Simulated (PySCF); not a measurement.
**Computed vibrations of [La(H2O)2]3+**

[La(H2O)2]3+ (singlet). PySCF 2.14.0, RKS PBE0, La lcecp-1-SVP with ECP46, O def2-SVP, H def2-SVP; non-relativistic Hamiltonian with scalar-relativistic core potentials where named; density fitting; no spin-orbit coupling. Central differences of gradients.

```xyz
7

La   -0.2783   -0.0696   -0.0026
O     1.0292    0.2069    1.9473
H     1.9494    0.5605    2.0388
H     0.7808    0.0044    2.8855
O     1.0427    0.3111   -1.9277
H     1.8975   -0.1123   -2.1940
H     0.8541    0.9160   -2.6897
```

Run from Python with OMP_NUM_THREADS=2. Where DIIS fails, smearing, a level shift and second-order steps follow.
It took 52 s on 2 threads of AMD EPYC 9R45 96-Core Processor (Zen 5) (shared host).

**Question.** What are the harmonic wavenumbers and infrared intensities?

**Answer.** Negative numbers are unstable modes, those under 60 cm⁻¹ near the noise; a finer grid moves soft modes by up to 10 cm⁻¹.
```csv
cm⁻¹,km/mol,symmetry
-27,–,
70,2.3,
133,0.2,
402,10.5,
406,35.6,
635,69.5,
648,62.2,
694,275.0,
704,569.7,
1671,193.2,
1673,83.9,
3532,1086.4,
3545,146.9,
3570,346.1,
3573,624.5,
```

**Question.** Is this a minimum?

**Answer.** Probably not: 1 unstable, though so soft as to be near the noise; the lowest moves the atoms so:
```
La  -0.02 -0.01  0.00
O    0.06  0.04 -0.06
H    0.11 -0.05 -0.13
H    0.07  0.17 -0.03
O    0.07  0.03  0.06
H   -0.26 -0.45 -0.22
H    0.42  0.53  0.37
```
